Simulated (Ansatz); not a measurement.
Compare A (`C=C[N](C)[GeH3]`) with its isomer B (`C[CH](C)[Ge][NH2]`).

Isolated molecules relaxed with PBE0-D4/def2-TZVP in Ansatz; ΔE leaves out vibrations. CCSD(T)/CBS adds triple-zeta CCSD(T) − MP2 to the extrapolated MP2 energy (def2 sets, frozen cores). DFT in def2-TZVPP. B3LYP here is the variant with VWN-RPA as its local correlation; programs differ in this. For Ge outer-core shells are correlated without core-valence functions, which leaves a few kJ/mol of doubt a bond. Scalar relativity is left out up to krypton. One conformer a species, not always the lowest.

A:

Z-matrix (Å, degrees):
```
C
N 1 1.441
H 1 1.092 2 110.2
H 1 1.099 2 112.2 3 -120.8
H 1 1.096 2 110.3 3 119.1
C 2 1.375 1 117.5 3 -176.0
Ge 2 1.844 1 119.7 3 21.2
C 6 1.338 2 127.1 1 0.9
H 6 1.088 2 113.8 1 179.6
H 7 1.536 2 106.9 1 -47.2
H 7 1.534 2 106.5 1 -167.5
H 7 1.543 2 111.5 1 72.2
H 8 1.081 6 119.4 2 177.5
H 8 1.082 6 123.1 2 -2.0
```

B:

Z-matrix (Å, degrees):
```
C
C 1 1.522
H 1 1.094 2 111.7
H 1 1.097 2 111.2 3 119.4
H 1 1.094 2 112.3 3 -120.4
C 2 1.523 1 111.9 3 -61.0
Ge 2 2.025 1 112.5 3 64.8
H 2 1.097 1 108.3 3 179.7
H 6 1.095 2 111.6 1 61.0
H 6 1.097 2 111.2 1 -58.6
H 6 1.095 2 112.3 1 -178.7
N 7 1.819 2 96.7 1 -60.4
H 12 1.009 7 126.2 2 0.6
H 12 1.007 7 121.6 2 -179.5
```

Task: Which isomer does CCSD(T)/CBS put lower? Give the gap. (Best estimate.)

Result: The calculation gave: B, by 26.6 kcal/mol.

Task: Give E(B) − E(A) in kcal/mol with B3LYP, PBE0-D4, PBE-D4, B2PLYP, CCSD(T)/def2-SVP, LDA (SPW92), B3LYP-D4. (Estimate.)

Result: The calculation gave: B3LYP -24.5, PBE0-D4 -24.9, PBE-D4 -25.8, B2PLYP -24.1, CCSD(T)/def2-SVP -20.4, LDA (SPW92) -22.4, B3LYP-D4 -25.2. None reverses the order clearly.

Task: Does the order hold for the free energy at 298.15 K (harmonic terms from PBE0-D4)? (Estimate.)

Result: Ansatz gave: Yes: G(B) − G(A) = -22.1 kcal/mol, for one conformer each. Modes under 60 cm⁻¹, often nearly free rotors, make the harmonic entropy too high.

Largest T1 diagnostic: 0.013.

From BLYP to BHLYP (50 % exact exchange), in def2-TZVPP and without D4, E(B) − E(A) moves by +2.2 kcal/mol. In def2-TZVPP, CCSD(T) changes the Hartree–Fock value by −4.4 kcal/mol (the triples alone add +0.2 kcal/mol) and MP2 by −5.1 kcal/mol.
